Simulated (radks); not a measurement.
Effect of the nuclear size on the holmium ion Ho3+, [Xe] 4f10. All-electron calculation, Dirac Kohn-Sham, BLYP, spin-unpolarised, spherical densities, finite nucleus; open shells are shared between the two j in proportion to 2j + 1; Fermi nuclear charge, rms radius 5.2022 fm. Program: a radial shooting solver on a logarithmic mesh with Libxc functionals. The rms radius is varied about that value; shifts are against it.

rms radius (fm)	total energy shift (eV)	density at nucleus (e/bohr^3)	1s1/2 shift (meV)	2s1/2 shift (meV)	4p1/2 shift (meV)	5s1/2 shift (meV)	5p1/2 shift (meV)	4f7/2 shift (meV)	6s1/2 (empty) shift (meV)
4.3438	-8.75	8.475e+05	-3590	-475	0.277	-4.02	0.136	0.519	-0.682
4.8432	-3.80	8.22e+05	-1560	-206	0.120	-1.74	0.059	0.225	-0.296
5.2022	0	8.056e+05	0.000	0.000	0.000	0.000	0.000	0.000	0.000
5.608	4.52	7.888e+05	1860	246	-0.142	2.08	-0.070	-0.268	0.353
5.9929	9.04	7.742e+05	3710	491	-0.283	4.15	-0.140	-0.536	0.705

Slopes of the eigenvalues against <r^2> in GHz/fm^2, as finite differences over the two radii next to the reference (eigenvalue slopes, not the field-shift constants of lines): 1s1/2 103000, 2s1/2 13700, 4p1/2 -7.93, 5s1/2 116, 5p1/2 -3.92, 4f7/2 -14.9, 6s1/2 (empty) 19.6.
